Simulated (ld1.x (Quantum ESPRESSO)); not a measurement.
**LDA (PZ) TM semilocal dataset for Cu, scalar-relativistic all-electron reference.**

| Item | Value |
| --- | --- |
| Element | Cu (Z = 29) |
| Generator | ld1.x (Quantum ESPRESSO) 7.5 |
| Type | norm-conserving Troullier–Martins (semilocal form) |
| Functional | LDA (PZ) |
| Relativity | scalar-relativistic |
| Frozen core | [Ar] |
| Valence charge | 11 |
| Reference configuration | 3d9 4s0 4p0 (charge +2) |
| Partial waves | 4s (bound, empty): rc 1.65 bohr; 4p (bound, empty): rc 2.30 bohr; 3d (bound): rc 1.50 bohr |
| Local potential | the d channel |
| Core correction | none |

Poles of the logarithmic derivatives, all-electron (AE) and pseudo (PS). s: poles at -0.2 (AE) and -0.2 (PS) Ry. p: poles at 1.0 (AE) and 0.9 (PS) Ry. d: poles at -2.1, 2.9 (AE) and -2.1, 3.6 (PS) Ry. Test radius 2.49 bohr.

- Cutoffs needed: 120 Ry and 230 Ry (the cutoffs (Ry, on a coarse ladder) from which the occupation-weighted sum of valence levels, in a spherical-Bessel basis at the reference potential, stays within 10 and 1 mRy of its value at 400 Ry)
- Ghost test: no extra level below or beside the all-electron valence levels (s, p, d tested); the semilocal form is local in each channel, so this says nothing of the separable form that plane-wave codes build from it (spherical-Bessel basis up to 400 Ry, 20 bohr box)
- Configuration tests: 1 of 9 tests not solved or not reliable; not counted: 3d10 4s0 4p1 (solver errors, printed error -872 eV)
